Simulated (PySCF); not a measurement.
Compound: cyclopentadienecarbonitrile, C6H5N.
Numbering: `[N:1]#[C:2][C:3]1=[CH:4][CH:5]=[CH:6][CH2:7]1` (hydrogens: H8 on C4; H9 on C5; H10 on C6; H11, H12 on C7)

The calculation used PBE0-D3(BJ)/def2-SVP geometry optimisation, gas phase in PySCF 2.14.0.

(1) List the bond lengths, angles and torsions at this level.

Results:

(1) 
```csv
bond,length (Å),order
N1≡C2,1.162,triple
C2–C3,1.417,single
C3=C4,1.361,double
C4–C5,1.454,single
C5=C6,1.353,double
C6–C7,1.491,single
C3–C7,1.501,single
C4–H8,1.091,single
C5–H9,1.090,single
C6–H10,1.090,single
"C7–H11, C7–H12",1.105,single
```

Bonds in one row agree within 0.01 Å and their mean is given. Orders are formal, as drawn. A selection of angles:
```csv
angle,degrees
N1–C2–C3,178.8
C2–C3–C4,126.9
C2–C3–C7,124.1
C4–C3–C7,109.0
C3–C4–C5,109.1
C3–C4–H8,125.4
C5–C4–H8,125.5
C4–C5–C6,109.2
C4–C5–H9,124.5
C6–C5–H9,126.3
C5–C6–C7,109.6
C5–C6–H10,126.5
C7–C6–H10,123.8
C6–C7–H11,112.3
C3–C7–C6,103.1
C3–C7–H11,111.7
H11–C7–H12,105.8
```

Torsions: C2–C3–C4–C5 180° (antiperiplanar); C3–C4–C5–C6 0° (synperiplanar); C4–C5–C6–C7 0° (synperiplanar); C5–C6–C7–C3 0° (synperiplanar); C2–C3–C7–C6 180° (antiperiplanar).

The 7 heavy atoms lie in one plane (0.000 Å rms). The C–C distances run from 1.353 Å (C5=C6, drawn double) to 1.501 Å (C3–C7, drawn single), a spread of 0.148 Å. The 5-membered ring C3–C4–C5–C6–C7 has internal angles of 103.1° to 109.6° (sum 540°, against 540° for a flat polygon); it is planar, 0.00 Å rms from its mean plane, widest ring torsion 0°.

Point group: Cs (tolerance 0.08 Å). No frequency check.

On Arm Neoverse V2, one thread, on a shared host, this took 13 s wall. That covers the optimisation of the geometry.
